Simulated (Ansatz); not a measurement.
Calculation: r2SCAN-D4/def2-SVP (Ansatz, an electronic-structure program). No frequencies were computed at this level.

Ansatz 0.2 input:
```yaml
crystal:
  periodic: [false, false, false]
  atoms:
    - { symbol: Zr, position_ang: [-0.044964, 0.114694, 0.021194] }
    - { symbol: F, position_ang: [1.145216, 1.496736, 0.18478] }
    - { symbol: F, position_ang: [-1.859456, 0.324726, 0.151172] }
    - { symbol: Br, position_ang: [0.405723, -0.978486, -2.150854] }
    - { symbol: Br, position_ang: [0.607368, -1.605128, 1.674275] }
basis:
  gaussian: { orbitals: def2-svp }
hamiltonian:
  xc: r2scan
  dispersion: d4
relax:
  max_steps: 150
```

Output:

```
Functional definition: r2SCAN
1264 factors; their error is unknown
mean field evaluation 1: about -146789.0412 eV, gradient 4.7e1 eV
mean field evaluation 2: about -146761.0781 eV, gradient 1.4e2 eV
mean field evaluation 4: about -146792.3677 eV, gradient 8.6e0 eV
mean field evaluation 8: about -146792.4770 eV, gradient 1.1e-1 eV
mean field evaluation 16: about -146792.4770 eV, gradient 3.7e-5 eV
mean field -146792.47700762 eV, -5394.5240305154 hartree, gradient 3.7e-5 eV, S^2 0.000000; 0 other end points of the search recorded, 0 dependent functions left out
reference -146792.47703506 eV, -5394.5240315239 hartree; 50, 50 occupied and 73, 73 virtual orbitals, 1264 factors
relax step   1: F+E_penalty+E_count = -146792.51362566 eV  Δ(F+E_penalty+E_count) = +0.000e0 eV  max|allowed force component| = 2.489e0 eV/Å  Δτ_max = 0.0000 Å  (28 SCF iters, accepted)
these checks for a lower state are left out or cut short: starts, cluster_reference, orbital_swaps, neighbouring_geometries, increment
1264 factors; their error is unknown
mean field -146792.69755510 eV, -5394.5321354860 hartree, gradient 9.3e-6 eV, S^2 0.000000; 0 other end points of the search recorded, 0 dependent functions left out
reference -146792.69758258 eV, -5394.5321364957 hartree; 50, 50 occupied and 73, 73 virtual orbitals, 1264 factors
relax step   2: F+E_penalty+E_count = -146792.73315702 eV  Δ(F+E_penalty+E_count) = -2.195e-1 eV  max|allowed force component| = 4.152e-1 eV/Å  Δτ_max = 0.1511 Å  (36 SCF iters, accepted)
these checks for a lower state are left out or cut short: starts, cluster_reference, orbital_swaps, neighbouring_geometries, increment
1264 factors; their error is unknown
mean field -146792.72335887 eV, -5394.5330837569 hartree, gradient 1.5e-5 eV, S^2 0.000000; 0 other end points of the search recorded, 0 dependent functions left out
reference -146792.72338637 eV, -5394.5330847677 hartree; 50, 50 occupied and 73, 73 virtual orbitals, 1264 factors
relax step   3: F+E_penalty+E_count = -146792.75913737 eV  Δ(F+E_penalty+E_count) = -2.598e-2 eV  max|allowed force component| = 2.276e-1 eV/Å  Δτ_max = 0.0583 Å  (31 SCF iters, accepted)
these checks for a lower state are left out or cut short: starts, cluster_reference, orbital_swaps, neighbouring_geometries, increment
1264 factors; their error is unknown
mean field evaluation 32: about -146792.8460 eV, gradient 7.1e-1 eV
mean field -146792.72445399 eV, -5394.5331240020 hartree, gradient 9.1e-6 eV, S^2 0.000000; 0 other end points of the search recorded, 0 dependent functions left out
reference -146792.72448147 eV, -5394.5331250118 hartree; 50, 50 occupied and 73, 73 virtual orbitals, 1264 factors
relax step   4: F+E_penalty+E_count = -146792.76025719 eV  Δ(F+E_penalty+E_count) = -1.120e-3 eV  max|allowed force component| = 3.527e-2 eV/Å  Δτ_max = 0.0049 Å  (32 SCF iters, accepted)
these checks for a lower state are left out or cut short: starts, cluster_reference, orbital_swaps, neighbouring_geometries, increment
1264 factors; their error is unknown
mean field -146792.72452626 eV, -5394.5331266579 hartree, gradient 9.1e-6 eV, S^2 0.000000; 0 other end points of the search recorded, 0 dependent functions left out
reference -146792.72455373 eV, -5394.5331276671 hartree; 50, 50 occupied and 73, 73 virtual orbitals, 1264 factors
relax step   5: F+E_penalty+E_count = -146792.76032432 eV  Δ(F+E_penalty+E_count) = -6.712e-5 eV  max|allowed force component| = 1.827e-3 eV/Å  Δτ_max = 0.0027 Å  (33 SCF iters, accepted)
1264 factors; their error is unknown
mean field -146792.72452626 eV, -5394.5331266579 hartree, gradient 9.2e-6 eV, S^2 0.000000; 1 other end points of the search recorded, 0 dependent functions left out
reference -146792.72455373 eV, -5394.5331276671 hartree; 50, 50 occupied and 73, 73 virtual orbitals, 1264 factors
Total energy: -146792.76035178 eV, -5394.5344432212 hartree
Atom 0 at     0.005770    -0.014713    -0.002682 Å, force     0.000325    -0.000822    -0.000462 eV/Å
Atom 1 at     1.034408     1.556255     0.200378 Å, force    -0.001470    -0.001100    -0.000025 eV/Å
Atom 2 at    -1.818533     0.443434     0.168468 Å, force     0.001827     0.000186     0.000011 eV/Å
Atom 3 at     0.409702    -0.985502    -2.261585 Å, force    -0.000345     0.000878     0.000245 eV/Å
Atom 4 at     0.622540    -1.646931     1.775987 Å, force    -0.000337     0.000858     0.000231 eV/Å
Dipole moment:    -0.001859     0.004738     0.000927 e Å
```

Cost: very roughly 40 core-seconds.
